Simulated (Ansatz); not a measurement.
`[CH3][Ga]([CH3])[F]` + H₂S → `[CH3][Ga-]([CH3])([F])[SH2+]`  (adduct formation)

Gas-phase electronic energies from Ansatz, PBE0-D4/def2-TZVP geometries. CBS: MP2 limit from def2 TZ/QZ plus the TZ coupled-cluster correction, frozen cores. This one scheme is used for every species. DFT in def2-TZVPP. B3LYP here is the variant with VWN-RPA as its local correlation; programs differ in this. For Ga outer-core shells are correlated without core-valence functions, which leaves a few kJ/mol of doubt a bond. Scalar relativity is left out up to krypton. Each species was taken in one conformer, which may not be the lowest.

(1) Is it downhill or uphill in electronic energy at CCSD(T)/CBS, and by how much? (Estimate.)

(2) What do these levels give: PBE-D4, B97M-V, B3LYP-D4, ωB97X-V, B2PLYP, PBE0, B3LYP, r2SCAN0, MP2/def2-SVP, CCSD/def2-SVP, HF/def2-TZVPP, HF/def2-QZVPP? (Best estimate.)

Largest T1 diagnostic among the species: 0.012.

Results:

(1) Ansatz gave: Downhill: ΔE = -0.44 eV.

(2) The calculation gave: PBE-D4 -0.49, B97M-V -0.43, B3LYP-D4 -0.45, ωB97X-V -0.45, B2PLYP -0.36, PBE0 -0.39, B3LYP -0.27, r2SCAN0 -0.47, MP2/def2-SVP -0.54, CCSD/def2-SVP -0.50, HF/def2-TZVPP -0.18, HF/def2-QZVPP -0.16 eV.

Leaving LDA and LC-ωPBE aside and taking each functional with its dispersion term where it has one, the values, not all of them listed here, spread over 0.15 eV, from r2SCAN-D4 to B2PLYP. LDA lies −0.28 eV from PBE without D4. The D4 term adds −0.18 eV with B3LYP and −0.10 eV with PBE0; it sums over pairs of atoms, weighted by their polarisabilities, and B3LYP, whose exchange is more repulsive, gets the larger term. In def2-TZVPP, CCSD(T) changes the Hartree–Fock value by −0.28 eV (the triples alone add −0.04 eV) and MP2 by −0.30 eV.
